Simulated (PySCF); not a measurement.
Calculation: PBE-D3(BJ)/def2-TZVP // B3LYP-D3(BJ)/def2-TZVP run with PySCF. Gas-phase values, no solvent. One relaxed conformer stands for a flexible species; it need not be the lowest. Excitations are Tamm–Dancoff values on a coarser integration grid. The basis has no diffuse functions, so Rydberg states are missing or too high.

Reference species (SMILES): `[SiH3][Al]([OH])[OH]` (H–O–Al–Si torsion 180°, Si–Al–O–H torsion -180°) (neutral, multiplicity 1).

```yaml
S1–T1 gap (TDA): 1.22 eV
S1 oscillator strength: 0.001
```

Changed species: `[SiH3][Al]([SiH3])[SiH3]` (3 of 3 OH replaced by SiH3; the reference has 1 of 3 OH replaced by SiH3).

**Question.** Predict the effect on the S1–T1 gap (TDA) and S1 oscillator strength.

**Answer.** the S1–T1 gap (TDA) drops by 0.71 eV, to 0.51 eV; the S1 oscillator strength hardly moves.
